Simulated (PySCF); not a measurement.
Geometry:
| atom | x (Å) | y (Å) | z (Å) |
| --- | --- | --- | --- |
| C1 | -4.266 | -1.155 | 0.798 |
| C2 | -3.522 | -0.034 | 0.840 |
| Cl3 | -4.327 | 1.472 | 1.149 |
| C4 | -2.088 | -0.074 | 0.630 |
| C5 | -1.112 | 0.866 | 0.619 |
| Cl6 | -1.353 | 2.563 | 0.886 |
| C7 | 0.243 | 0.518 | 0.377 |
| C8 | 1.408 | 0.240 | 0.169 |
| C9 | 2.812 | -0.060 | -0.067 |
| C10 | 3.754 | 1.045 | 0.411 |
| H11 | -3.791 | -2.119 | 0.605 |
| H12 | -5.344 | -1.124 | 0.955 |
| H13 | -1.718 | -1.086 | 0.441 |
| H14 | 2.960 | -0.241 | -1.146 |
| H15 | 3.060 | -1.013 | 0.432 |
| H16 | 4.799 | 0.776 | 0.200 |
| H17 | 3.533 | 1.996 | -0.095 |
| H18 | 3.651 | 1.208 | 1.494 |

Geometry: PBE0-D3(BJ)/def2-SVP; GIAO absolute shieldings from PySCF 2.14.0 with density-fitted response routines, gas phase, non-relativistic, averaged over equivalent atoms.

At KT2/pcSseg-1 (224 basis functions, 47 s wall time on 1 thread of an Arm Neoverse V2, shared host):
| atoms | σ (ppm) |
| --- | --- |
| C2 | 43.6 |
| C4 | 57.9 |
| C5 | 66.0 |
| C1 | 67.1 |
| C8 | 86.4 |
| C7 | 101.2 |
| C9 | 165.2 |
| C10 | 167.7 |
| Cl6 | 654.2 |
| Cl3 | 702.2 |
| H13 | 25.02 |
| H11 | 25.94 |
| H12 | 26.02 |
| H14/H15 | 28.64 |
| H16/H17/H18 | 29.98 |

Problem. Estimate the result of repeating the calculation with PBE0/pcSseg-1.

Solution. 
```
      atoms  σ at PBE0/pcSseg-1  change
         C2                35.5    -8.1
         C4                49.3    -8.6
         C5                57.6    -8.4
         C1                56.3   -10.8
         C8                79.6    -6.8
         C7                99.3    -1.9
         C9               168.5    +3.3
        C10               169.5    +1.8
        Cl6               669.7   +15.5
        Cl3               711.9    +9.7
        H13               24.93   -0.09
        H11               25.78   -0.16
        H12               25.74   -0.28
    H14/H15               28.91   +0.27
H16/H17/H18               30.06   +0.08
```

The largest change is at Cl6 (chlorine bonded to C). Cost: 224 basis functions, 38 s wall time on 1 thread of an Arm Neoverse V2, shared host. The order of the carbon signals changes between the two levels.

Carbons that carry Cl, above all several Cl atoms, come out too deshielded, partly because spin–orbit coupling is missing.
